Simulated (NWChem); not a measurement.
System: C3H8N2Si; SMILES C=C1CN[Si@H]1N

Excerpt of the output:

```
             Northwest Computational Chemistry Package (NWChem) 7.3.0
             --------------------------------------------------------

 C1  symmetry detected

                             Geometry "geometry" -> ""
                             -------------------------

 Output coordinates in angstroms (scale by  1.889725989 to convert to a.u.)

  No.       Tag          Charge          X              Y              Z
 ---- ---------------- ---------- -------------- -------------- --------------
    1 C                    6.0000     1.38164168     1.92369853    -0.04619438
    2 C                    6.0000     0.38789093     1.04053022     0.03448924
    3 C                    6.0000    -1.10241676     1.22745451    -0.23619848
    4 N                    7.0000    -1.48984022    -0.16948262    -0.05485866
    5 Si                  14.0000     0.06055050    -0.78062073     0.42362281
    6 N                    7.0000     0.71347976    -2.08266496    -0.47923056
    7 H                    1.0000     2.41613084     1.63984705     0.17284509
    8 H                    1.0000     1.21423551     2.96965802    -0.33338481
    9 H                    1.0000    -1.56786065     1.92443544     0.48955324
   10 H                    1.0000    -1.31004769     1.62087496    -1.25192906
   11 H                    1.0000    -2.45416155    -0.46790480    -0.08209038
   12 H                    1.0000     0.27791751    -1.22148653     1.83934610
   13 H                    1.0000     0.76360074    -2.09337339    -1.49031180
   14 H                    1.0000     1.24430654    -2.82842705    -0.04870148

 Effective nuclear repulsion energy (a.u.)     293.6336860451

  pbe96 is a nonlocal functional; adding pw91lda local functional.

                                 NWChem DFT Module
                                 -----------------

 Summary of "ao basis" -> "ao basis" (spherical)
 ------------------------------------------------------------------------------
       Tag                 Description            Shells   Functions and Types
 ---------------- ------------------------------  ------  ---------------------
 C                          def2-svp                 6       14   3s2p1d
 N                          def2-svp                 6       14   3s2p1d
 Si                         def2-svp                 8       18   4s3p1d
 H                          def2-svp                 3        5   2s1p

            General Information
            -------------------
          SCF calculation type: DFT
          Wavefunction type:  closed shell.
          No. of atoms     :    14
          No. of electrons :    54
           Alpha electrons :    27
            Beta electrons :    27
          Charge           :     0
          Spin multiplicity:     1
          Use of symmetry is: off; symmetry adaption is: off
          Maximum number of iterations: 150
          AO basis - number of functions:   128
                     number of shells:    62
          Convergence on energy requested:  1.00D-06
          Convergence on density requested:  1.00D-05
          Convergence on gradient requested:  5.00D-04

              XC Information
              --------------
          PerdewBurkeErnzerhof Exchange Functional  1.000
            Perdew 1991 LDA Correlation Functional  1.000 local
           PerdewBurkeErnz. Correlation Functional  1.000 non-local

             Grid Information
             ----------------
          Grid used for XC integration:  medium
          Radial quadrature: Mura-Knowles
          Angular quadrature: Lebedev.
          Tag              B.-S. Rad. Rad. Pts. Rad. Cut. Ang. Pts.
          ---              ---------- --------- --------- ---------
          C                   0.70       49          12.0       434
          N                   0.65       49          12.0       434
          Si                  1.10       88          11.0       590
          H                   0.35       45          13.0       434
          Grid pruning is: on
          Number of quadrature shells:   693
          Spatial weights used:  Erf1

      Superposition of Atomic Density Guess
      -------------------------------------

 Sum of atomic energies:        -514.09557117

      Non-variational initial energy
      ------------------------------

 Total energy =    -517.805411
 1-e energy   =   -1286.340154
 2-e energy   =     474.901057
 HOMO         =      -0.285988
 LUMO         =      -0.020349

     ---------------------------------------------
      Total Density - Mulliken Population Analysis
     ---------------------------------------------

    Atom       Charge   Shell Charges
 -----------   ------   -------------------------------------------------------
    1 C    6     6.16   1.99  0.96  0.27  1.97  0.94  0.03
    2 C    6     6.46   1.99  1.01  0.33  1.96  1.14  0.03
    3 C    6     5.83   1.99  0.95  0.12  1.88  0.84  0.05
    4 N    7     7.76   1.99  1.03  0.50  2.56  1.66  0.01
    5 Si  14    13.03   2.00  1.99  0.93  0.18  5.93  1.00  0.67  0.32
    6 N    7     7.75   1.99  1.02  0.44  2.60  1.69  0.00
    7 H    1     0.90   0.67  0.20  0.03
    8 H    1     0.90   0.67  0.21  0.03
    9 H    1     0.91   0.69  0.21  0.02
   10 H    1     0.92   0.69  0.21  0.02
   11 H    1     0.77   0.60  0.13  0.04
   12 H    1     1.11   0.70  0.40  0.01
   13 H    1     0.75   0.59  0.12  0.04
   14 H    1     0.75   0.59  0.12  0.05

   convergence    iter        energy       DeltaE   RMS-Dens  Diis-err
 ---------------- ----- ----------------- --------- --------- ---------
 d= 0,ls=0.0,diis     1   -517.3565431873 -8.11D+02  1.13D-02  6.75D-01
 d= 0,ls=0.0,diis     2   -517.3206303207  3.59D-02  7.54D-03  9.30D-01
 d= 0,ls=0.0,diis     3   -517.4122818546 -9.17D-02  2.59D-03  1.43D-01
 d= 0,ls=0.0,diis     4   -517.4270084796 -1.47D-02  8.48D-04  1.32D-02
 d= 0,ls=0.0,diis     5   -517.4285915113 -1.58D-03  2.92D-04  1.39D-03
  Resetting Diis
 d= 0,ls=0.0,diis     6   -517.4287261661 -1.35D-04  1.18D-04  4.14D-04
 d= 0,ls=0.0,diis     7   -517.4287797629 -5.36D-05  6.79D-05  1.51D-05
 d= 0,ls=0.0,diis     8   -517.4287712160  8.55D-06  4.77D-05  7.98D-05
 d= 0,ls=0.0,diis     9   -517.4287815628 -1.03D-05  8.29D-06  1.26D-06
 d= 0,ls=0.0,diis    10   -517.4287817157 -1.53D-07  2.63D-06  1.75D-07

         Total DFT energy =     -517.428781715736
      One electron energy =    -1292.638570057125
           Coulomb energy =      535.151616033692
    Exchange-Corr. energy =      -53.575513737394
 Nuclear repulsion energy =      293.633686045091

 Numeric. integr. density =       54.000000158311

                       DFT Final Molecular Orbital Analysis
                       ------------------------------------

 Vector   25  Occ=2.000000D+00  E=-2.237470D-01
              MO Center=  6.6D-01,  1.3D+00,  3.0D-02, r^2= 2.5D+00
   Bfn.  Coefficient  Atom+Function         Bfn.  Coefficient  Atom+Function
  ----- ------------  ---------------      ----- ------------  ---------------
    20      0.376472   2 C  pz                6      0.371638   1 C  pz
     9      0.254210   1 C  pz               23      0.247782   2 C  pz
    48      0.135860   4 N  pz                5      0.129942   1 C  py
    51     -0.118811   4 N  pz              104      0.096189  10 H  s
    34     -0.092981   3 C  pz              114     -0.079281  12 H  s

 Vector   26  Occ=2.000000D+00  E=-2.074452D-01
              MO Center=  5.3D-01, -1.1D+00, -3.0D-01, r^2= 3.5D+00
   Bfn.  Coefficient  Atom+Function         Bfn.  Coefficient  Atom+Function
  ----- ------------  ---------------      ----- ------------  ---------------
    78      0.392406   6 N  px               81     -0.330479   6 N  px
    79      0.288369   6 N  py               17      0.236436   2 C  s
    82     -0.236594   6 N  py               19     -0.225343   2 C  py
    22     -0.138255   2 C  py                6     -0.120962   1 C  pz
    32     -0.114718   3 C  px               45     -0.114793   4 N  s

 Vector   27  Occ=2.000000D+00  E=-1.842471D-01
              MO Center= -1.2D+00,  4.5D-03, -1.8D-02, r^2= 2.4D+00
   Bfn.  Coefficient  Atom+Function         Bfn.  Coefficient  Atom+Function
  ----- ------------  ---------------      ----- ------------  ---------------
    48      0.493596   4 N  pz               51     -0.402058   4 N  pz
   115      0.207446  12 H  s               104     -0.196757  10 H  s
    99      0.180126   9 H  s               105     -0.159661  10 H  s
    69     -0.158017   5 Si pz               77     -0.151152   6 N  s
   100      0.146388   9 H  s                34      0.139967   3 C  pz

 Vector   28  Occ=0.000000D+00  E=-3.266415D-02
              MO Center=  6.5D-01,  1.2D+00,  7.2D-03, r^2= 3.4D+00
   Bfn.  Coefficient  Atom+Function         Bfn.  Coefficient  Atom+Function
  ----- ------------  ---------------      ----- ------------  ---------------
     9      0.520904   1 C  pz               23     -0.462063   2 C  pz
     6      0.396300   1 C  pz               20     -0.361839   2 C  pz
    77     -0.252698   6 N  s               105     -0.226975  10 H  s
   100      0.220097   9 H  s                69     -0.196217   5 Si pz
   115      0.175709  12 H  s                51      0.156780   4 N  pz

 Vector   29  Occ=0.000000D+00  E= 3.098626D-02
              MO Center= -1.7D-01, -4.5D-01,  3.3D-01, r^2= 5.7D+00
   Bfn.  Coefficient  Atom+Function         Bfn.  Coefficient  Atom+Function
  ----- ------------  ---------------      ----- ------------  ---------------
    45      0.961472   4 N  s                17     -0.849034   2 C  s
    67      0.850139   5 Si px              110     -0.549641  11 H  s
    90      0.456874   7 H  s                31      0.342435   3 C  s
     7     -0.292508   1 C  px               35      0.271714   3 C  px
    36      0.269996   3 C  py               68      0.237471   5 Si py

 Vector   30  Occ=0.000000D+00  E= 4.030423D-02
              MO Center=  7.5D-01, -2.0D+00, -6.2D-01, r^2= 5.4D+00
   Bfn.  Coefficient  Atom+Function         Bfn.  Coefficient  Atom+Function
  ----- ------------  ---------------      ----- ------------  ---------------
    77      1.392469   6 N  s               120     -0.823300  13 H  s
   125     -0.822360  14 H  s                60     -0.507925   5 Si s
    45      0.314493   4 N  s                68      0.305377   5 Si py
   115      0.251647  12 H  s                76      0.247113   6 N  s
   105     -0.234128  10 H  s               110     -0.219288  11 H  s

     ---------------------------------------------
      Total Density - Mulliken Population Analysis
     ---------------------------------------------

    Atom       Charge   Shell Charges
 -----------   ------   -------------------------------------------------------
    1 C    6     6.06   1.98  0.91  0.24  2.07  0.84  0.02
    2 C    6     6.28   1.99  0.94  0.34  2.05  0.94  0.03
    3 C    6     5.81   1.98  0.93 -0.00  2.09  0.75  0.05
    4 N    7     7.35   1.99  0.99  0.48  2.47  1.42  0.01
    5 Si  14    13.48   2.00  1.98  1.01  0.13  5.92  1.26  0.77  0.41
    6 N    7     7.32   1.99  0.98  0.41  2.48  1.46  0.01
    7 H    1     0.97   0.74  0.21  0.02
    8 H    1     0.98   0.74  0.22  0.02
    9 H    1     0.98   0.75  0.21  0.02
   10 H    1     0.99   0.75  0.22  0.02
   11 H    1     0.90   0.73  0.13  0.04
   12 H    1     1.12   0.74  0.37  0.01
   13 H    1     0.88   0.71  0.12  0.05
   14 H    1     0.88   0.71  0.12  0.05

     -------------------------------------------
      Total Density - Lowdin Population Analysis
     -------------------------------------------

    Atom       Charge   Shell Charges
 -----------   ------   -------------------------------------------------------
    1 C    6     6.07   1.97  0.60  0.32  1.86  1.25  0.07
    2 C    6     6.18   1.97  0.65  0.33  1.90  1.26  0.08
    3 C    6     5.98   1.96  0.59  0.29  1.88  1.13  0.12
    4 N    7     7.20   1.97  0.73  0.43  2.28  1.76  0.03
    5 Si  14    13.52   2.00  1.93  0.61  0.29  5.81  1.28  0.97  0.63
    6 N    7     7.20   1.97  0.71  0.43  2.26  1.81  0.02
    7 H    1     0.97   0.63  0.27  0.07
    8 H    1     0.98   0.63  0.28  0.07
    9 H    1     0.99   0.65  0.27  0.07
   10 H    1     0.99   0.65  0.27  0.07
   11 H    1     0.95   0.60  0.22  0.13
   12 H    1     1.12   0.65  0.44  0.02
   13 H    1     0.93   0.59  0.22  0.13
   14 H    1     0.93   0.59  0.21  0.13

     Multipole analysis of the density
     ---------------------------------

     L   x y z        total         alpha         beta         nuclear
     -   - - -        -----         -----         ----         -------
     0   0 0 0     -0.000000    -27.000000    -27.000000     54.000000

     1   1 0 0     -0.054410     -0.027205     -0.027205     -0.000000
     1   0 1 0     -0.376249     -0.188124     -0.188124     -0.000000
     1   0 0 1     -0.354488     -0.177244     -0.177244     -0.000000

     2   2 0 0    -29.644413   -119.308628   -119.308628    208.972844
     2   1 1 0     -1.761982      0.775558      0.775558     -3.313099
     2   1 0 1     -0.264699     -0.483784     -0.483784      0.702868
     2   0 2 0    -29.679944   -209.045696   -209.045696    388.411448
     2   0 1 1      0.721633      1.039187      1.039187     -1.356741
     2   0 0 2    -33.343701    -38.200209    -38.200209     43.056716
```

Level: PBE/def2-SVP. The geometry was optimised at PBE0/def2-SVP.

Problem. Write an input that gives this output.

Solution. Several could match; the one computed here: the input that was run:
```
start job
memory heap 200 mb stack 900 mb global 1100 mb
geometry units angstroms noautoz
  C      1.466776     1.833382     0.024792
  C      0.419363     1.011486     0.062866
  C     -1.050605     1.296628    -0.232291
  N     -1.526542    -0.077795    -0.094960
  Si    -0.027001    -0.795050     0.398059
  N      0.564158    -2.112211    -0.525195
  H      2.477055     1.480925     0.256801
  H      1.369835     2.894448    -0.238411
  H     -1.487911     2.002868     0.501960
  H     -1.212068     1.727065    -1.241376
  H     -2.506513    -0.315389    -0.148987
  H      0.132744    -1.283303     1.805885
  H      0.635083    -2.101027    -1.535025
  H      1.039064    -2.899704    -0.103754
end
basis spherical
  * library def2-svp
end
dft
  xc xpbe96 cpbe96
  iterations 150
  mulliken
end
task dft energy
```
